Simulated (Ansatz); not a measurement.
Start from `O[CH]1[S][GeH2]1` and change one atom or group to get `[SiH3][CH]1[S][GeH2]1`.

Ansatz, PBE0-D4/def2-TZVP geometries, multiplicity 1. Each molecule was computed in one conformer, which needn't be the lowest.

Scalar relativity is left out up to krypton.

```tsv
property	`O[CH]1[S][GeH2]1`
LUMO energy (B3LYP/def2-TZVPP) / eV	-0.78
LUMO energy (PBE/def2-TZVPP) / eV	-1.36
LUMO energy (ωB97M-V/def2-TZVPP) / eV	1.28
HOMO–LUMO gap (PBE/def2-TZVPP) / eV	4.27
HOMO energy (PBE0/def2-TZVPP) / eV	-6.79
HOMO–LUMO gap (ωB97M-V/def2-TZVPP) / eV	10.18
```

(1) Give the same properties after the change, and the shifts. (An estimate is asked.)

## Answers

(1) The calculation gave: 
```
                               property  `[SiH3][CH]1[S][GeH2]1`  shift
    LUMO energy (B3LYP/def2-TZVPP) / eV                    -0.88  -0.10
      LUMO energy (PBE/def2-TZVPP) / eV                    -1.49  -0.13
  LUMO energy (ωB97M-V/def2-TZVPP) / eV                     1.18  -0.10
    HOMO–LUMO gap (PBE/def2-TZVPP) / eV                     4.14  -0.13
     HOMO energy (PBE0/def2-TZVPP) / eV                    -6.82  -0.03
HOMO–LUMO gap (ωB97M-V/def2-TZVPP) / eV                    10.16  -0.02
```

B3LYP here is the variant with VWN-RPA as its local correlation; programs differ in this.
